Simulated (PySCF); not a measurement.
C2H2F2, SMILES F/C=C/F. Atoms are numbered in the order given.

```xyz
6

F      0.1268    -1.7698     0.0000
C     -0.3959    -0.5364     0.0000
C      0.3959     0.5364     0.0000
F     -0.1268     1.7698     0.0000
H     -1.4875    -0.5009     0.0000
H      1.4875     0.5009     0.0000
```

Coordinates come from a TPSSh-D3(BJ)/def2-SVP optimisation.

These are TDA-M06-2X/def2-SVPD in PySCF values and carry that method's errors.

Vertical excitations.  State labels are in the subgroup C2h.

```tsv
state	symmetry	energy (eV)	λ (nm)	f	main pairs
S1	Bg	6.93	179	0.000	HOMO→LUMO+2 78 %
S2	Au	7.49	165	0.040	HOMO→LUMO+1 98 %
S3	Bu	8.09	153	0.433	HOMO→LUMO 92 %
S4	Bg	8.19	151	0.000	HOMO→LUMO+3 82 %, HOMO→LUMO+2 13 %
S5	Bg	8.92	139	0.000	HOMO−1→LUMO 96 %
S6	Au	9.33	133	0.012	HOMO→LUMO+4 78 %
S7	Ag	9.77	127	0.000	HOMO→LUMO+5 97 %
S8	Au	9.98	124	0.004	HOMO→LUMO+6 92 %
S9	Bg	10.11	123	0.000	HOMO→LUMO+8 73 %
S10	Bu	10.46	119	0.032	HOMO−1→LUMO+2 70 %, HOMO−1→LUMO+3 14 %
T1	Bu	4.58	271	0	HOMO→LUMO 97 %
T2	Bg	6.64	187	0	HOMO→LUMO+2 66 %, HOMO→LUMO+3 16 %, HOMO→LUMO+8 14 %
T3	Au	7.51	165	0	HOMO→LUMO+1 97 %
T4	Bg	8.03	154	0	HOMO→LUMO+3 72 %, HOMO→LUMO+2 23 %
```
Triplets are in the Tamm–Dancoff approximation.
